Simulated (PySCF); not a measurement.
An unknown is described by computed data only.

Formula: C3H9BS.

* Polarisability: 75.2 au [B3LYP/def2-SVPD]
* Rotational structure: rotational constants A, B, C: 5.722, 2.785, 1.942 GHz [PBE0-D3(BJ)/def2-SVP]
* 1H NMR: chemical shifts (computed TMS as zero) by class: 2.00 (3 H), 0.81 (6 H) ppm [GIAO B3LYP/pcSseg-1]
* NMR, other nuclei: isotropic shieldings of nuclei other than C and H, by class: 21 (1 B), 425 (1 S) ppm [GIAO B3LYP/pcSseg-1]
* Triplet: lowest triplet excitation (Tamm–Dancoff): 4.78 eV [TDA B3LYP/def2-SVPD]
* 13C NMR: chemical shifts (computed TMS as zero) by class: 16.7 (1 C), 10.5 (2 C) ppm [GIAO B3LYP/pcSseg-1]
* UV, first state: lowest singlet excitation: 6.05 eV (205 nm, f = 0.176) [TDDFT B3LYP/def2-SVPD]
* Dipole: 1.48 D [B3LYP/def2-SVPD]

The electronic properties come from PySCF, for the isolated species, density fitting. Levels stand in brackets. The structure is a single PBE0-D3(BJ)/def2-SVP conformer in the gas phase; no vibrational or solvent corrections. NMR values are class means; diastereotopic atoms form classes of their own.

Question: Propose a structure and show how it fits.

Answer: 3 carbons fall into 2 classes; from least to most shielded: carbon bonded to S and 3 H (16.7 ppm), carbon bonded to B and 3 H (10.5 ppm, 2 C, up to 4.7 ppm apart in this geometry). Hydrogen classes from least to most shielded: 3 H on a carbon bonded to S and 3 H (2.00 ppm), 6 H on 2 like atoms (carbon bonded to B and 3 H) (0.81 ppm). The other shieldings belong to: 21 ppm, boron bonded to 2 C and S; 425 ppm, sulfur bonded to B and C. The optimised geometry has point group Cs and is an asymmetric top. Structure: BMe2(SMe) (`CSB(C)C`). Computed isomers that give other values at the same levels: `CCBSC` (rotational constant A: 12.671 GHz; this holds for the one conformer computed). The assignments are read from this structure; whether some other isomer fits the data as well wasn't checked.
